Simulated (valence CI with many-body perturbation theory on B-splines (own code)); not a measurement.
**I22+: what the settings do**

Computed by configuration interaction combined with many-body perturbation theory (CI+MBPT): three valence electrons over a frozen Dirac-Fock core [Ar] 3d10, radial functions for each j: 6 s, 6 p, 5 d, 3 f, 1 g, with the one-electron correlation potential Σ1 (screened to all orders), the two-electron term Σ2, the three-electron term Σ3, Breit, model QED; selected single and double excitations, second order for the rest, scaled by the run's own slope (own B-spline code, finite nucleus).

No measured spectrum was set against this ion. As an estimate, levels hold to about 250 cm⁻¹ or 0.2 % of their energy and the worst to 1 %, as in measured heavy ions of charge 2 to 7; those with d or f electrons hold less well.

The reference run has the lowest level (4s^2 4p1/2) J=1/2 and an ionisation energy of 684.909 eV. Its largest variational space holds 3024 state functions.

Levels are named by their leading jj configuration (3d3/2^4 stands for four electrons in 3d with j = 3/2), which in mixed levels can hold well under half, so a name can repeat and another be missing. Letters in brackets count levels of one name in rising energy.

Changed runs:
A. correlating orbitals by l 3 3 3 2 1 → 5 2 1 2 3
B. correlating orbitals by l 3 3 3 2 1 → 4 4 1 4 0; highest l in the core sums 6 → 3
C. shift of the energy in Σ1 (hartree) 0 → -10.417
D. start configuration 4s2 4p1 → 4s2 4p2 (bad on purpose)

Excitation energies of the reference run in cm⁻¹, and shifts in cm⁻¹:

| Level | Reference | A | B | C |
| --- | --- | --- | --- | --- |
| (4s^2 4p3/2) J=3/2 | 125055 | +2.9 | +258 | -114 |
| (4s 4p1/2^2) J=1/2 | 380966 | -52 | +172 | +4.6 |
| (4s 4p1/2 4p3/2) J=3/2 [a] | 462294 | -82 | +184 | -88 |
| (4s 4p1/2 4p3/2) J=5/2 | 495336 | -50 | +437 | -100 |
| (4s 4p1/2 4p3/2) J=3/2 [b] | 551759 | +21 | +822 | -107 |
| (4s 4p1/2 4p3/2) J=1/2 | 583725 | +79 | +862 | -99 |
| (4s 4p3/2^2) J=5/2 | 615918 | -25 | +796 | -195 |
| (4s 4p3/2^2) J=1/2 | 708763 | +102 | +1518 | -214 |
| (4s 4p3/2^2) J=3/2 | 716439 | +87 | +1035 | -209 |
| (4s^2 4d3/2) J=3/2 | 837118 | -37 | +943 | -115 |
| (4s^2 4d5/2) J=5/2 | 859287 | -39 | +1006 | -159 |
| (4p1/2^2 4p3/2) J=3/2 | 959528 | +30 | +823 | -87 |
| Ionisation energy (eV) | 684.909 | -0.012 | +0.447 | -0.319 |

Run D: It gave no result: the electrons of core and valence do not add up to the charge. The program said: "core and valence hold 32 electrons, the ion has 31".
